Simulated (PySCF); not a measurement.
# Potential energy of RbPb along the bond

Set-up: basis Rb def2-SVPD with ECP28, Pb def2-SVPD with ECP60; scalar-relativistic core potentials; PySCF 2.14. Energies in eV from Rb + Pb in their ground configurations at the same level. All curves are PBE0. state 1: ⁴Σ⁻ (quartet), unpaired electrons σ ↑, π ↑↑; state 2: Ms = 0.5 determinant of mixed spin (⟨S²⟩ near 1.8), unpaired electrons σ ↓, π ↑↑, a second solution, started from another occupation; state 3: Ms = 0.5 determinant of mixed spin (⟨S²⟩ near 1.8), unpaired electrons σ ↑, π ↑↓, a mixture of terms (⟨Lz²⟩ = 2.0), a second solution, started from another occupation; state 4: ²Π (doublet), unpaired electrons π ↑, a second solution, started from another occupation.

```
R (Å)  state 1  state 2  state 3  state 4
3.007   -0.879  -0.3923  -0.3706   0.0363
3.146   -1.055  -0.5734  -0.5511  -0.2676
3.286   -1.149  -0.6763  -0.6508  -0.4647
3.391   -1.181  -0.7170  -0.6875  -0.5599
3.496   -1.189  -0.7350  -0.7004  -0.6205
3.601   -1.179  -0.7360  -0.6955  -0.6538
3.741   -1.145  -0.7190  -0.6690  -0.6664
3.916   -1.082  -0.6786  -0.6150  -0.6462
4.125   -0.990  -0.6159  -0.5338  -0.5904
4.405   -0.857  -0.5250  -0.4163  -0.4935
```

Task: Put a parabola through the three lowest points of the state 1 curve and estimate Re, k and ωe (reduced mass 60.29 u; 1 eV/Å² = 0.16022 mdyn/Å; ωe = 1302.8·√(k/μ) cm⁻¹).

Result: Through R = 3.391, 3.496, 3.601 Å the second-order coefficient is 0.816 eV/Å², so Re ≈ 3.490 Å, k ≈ 0.262 mdyn/Å and ωe ≈ 86 cm⁻¹. A polynomial fit of higher order to the unrounded PBE0 energies gives Re = 3.485 Å, k = 0.269 mdyn/Å, ωe = 87.1 cm⁻¹; anharmonicity and rounding make the difference.

The higher-order fit for each curve: state 1: Re = 3.485 Å, ωe = 87.1 cm⁻¹, De = 1.19 eV; state 2: Re = 3.555 Å, ωe = 76.0 cm⁻¹, minimum 0.74 eV below the ground-state fragments; state 3: Re = 3.515 Å, ωe = 83.1 cm⁻¹, minimum 0.70 eV below the ground-state fragments; state 4: Re = 3.729 Å, ωe = 78.8 cm⁻¹, minimum 0.67 eV below the ground-state fragments.

⟨S²⟩ of the unrestricted solution departs from its pure value on part of the curve, where spin states mix. Spin–orbit coupling is left out, which matters for elements this heavy, above all for dissociation energies. The state is the lowest determinant that a PBE0 search found; another state may lie lower at other levels.
